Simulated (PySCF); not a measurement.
## Spin-orbit coupling and the fourth ionisation energy along the 3d series

Two-component X2C-1e calculated with PySCF 2.14: MP2 on generalised Hartree-Fock spinors (GMP2), with spin-orbit coupling off and on (screened by Boettger's factors); no Breit or QED terms. Values in eV; the references (NIST) lie between the lowest levels. Elements whose determinants are no pure J levels are left out.

```json
{"element": "Ti (x2c-TZVPall-2c, [Ne] frozen)", "configurations": "[Ar] 3d1 → [Ar]", "spin-free": "42.274", "with spin-orbit": "42.306", "shift": "0.032", "reference": "43.267"}
{"element": "Co (x2c-TZVPall-2c, [Ne] frozen)", "configurations": "[Ar] 3d6 → [Ar] 3d5", "spin-free": "50.806", "with spin-orbit": "50.880", "shift": "0.074", "reference": "51.27 ± 0.1 (s)"}
{"element": "Ni (x2c-TZVPall-2c, [Ne] frozen)", "configurations": "[Ar] 3d7 → [Ar] 3d6", "spin-free": "54.654", "with spin-orbit": "54.691", "shift": "0.037", "reference": "54.92 ± 0.25 (s)"}
{"element": "Cu (x2c-TZVPall-2c, [Ne] frozen)", "configurations": "[Ar] 3d8 → [Ar] 3d7", "spin-free": "57.104", "with spin-orbit": "57.080", "shift": "-0.025", "reference": "57.38 ± 0.05 (s)"}
{"element": "Zn (x2c-TZVPall-2c, [Ne] frozen)", "configurations": "[Ar] 3d9 → [Ar] 3d8", "spin-free": "59.485", "with spin-orbit": "59.391", "shift": "-0.095", "reference": "59.573 ± 0.019"}
```

The largest shift is at Zn, -0.095 eV, where spin-orbit coupling lowers the species with fewer electrons by more than the one with more (starting occupations 3d3/2^4 3d5/2^5 and 3d3/2^4 3d5/2^4).

What remains against the references is mostly the basis and correlation beyond MP2. References marked (s) are semi-empirical, (t) theoretical.
